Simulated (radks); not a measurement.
Trend from Mg3+ to Ar3+: ionisation energy by Delta-SCF between NIST ground configurations, and size. Method: non-relativistic Kohn-Sham, LDA (Slater exchange, Perdew-Wang correlation), spin-polarised, spherical densities, point nucleus; open shells are filled with parallel spins first; computed with a radial shooting solver on a logarithmic mesh with Libxc functionals.

Mg3+: configuration [He] 2s2 2p5; IE (eV) 109.83; NIST (eV) 109.27; kind semi-emp.; -e(HOMO) (eV) 94.835 (2p); r at 0.001 e/bohr^3 (bohr) 2.04
Al3+: configuration [Ne]; IE (eV) 120.42; NIST (eV) 119.99; kind exp.; -e(HOMO) (eV) 104.22 (2p); r at 0.001 e/bohr^3 (bohr) 1.98
Si3+: configuration [Ne] 3s1; IE (eV) 45.540; NIST (eV) 45.142; kind exp.; -e(HOMO) (eV) 40.423 (3s); r at 0.001 e/bohr^3 (bohr) 3.02
P3+: configuration [Ne] 3s2; IE (eV) 51.414; NIST (eV) 51.444; kind exp.; -e(HOMO) (eV) 45.632 (3s); r at 0.001 e/bohr^3 (bohr) 3.08
S3+: configuration [Ne] 3s2 3p1; IE (eV) 47.326; NIST (eV) 47.22; kind semi-emp.; -e(HOMO) (eV) 41.027 (3p); r at 0.001 e/bohr^3 (bohr) 3.10
Cl3+: configuration [Ne] 3s2 3p2; IE (eV) 53.288; NIST (eV) 53.2; kind semi-emp.; -e(HOMO) (eV) 46.299 (3p); r at 0.001 e/bohr^3 (bohr) 3.04
Ar3+: configuration [Ne] 3s2 3p3; IE (eV) 59.113; NIST (eV) 59.6; kind semi-emp.; -e(HOMO) (eV) 51.512 (3p); r at 0.001 e/bohr^3 (bohr) 2.96

Reference values: NIST Atomic Spectra Database (exp. = measured, semi-emp. = semi-empirical, theory = theoretical value adopted there). Open shells are spherical and high-spin; term and fine-structure splittings are not resolved.
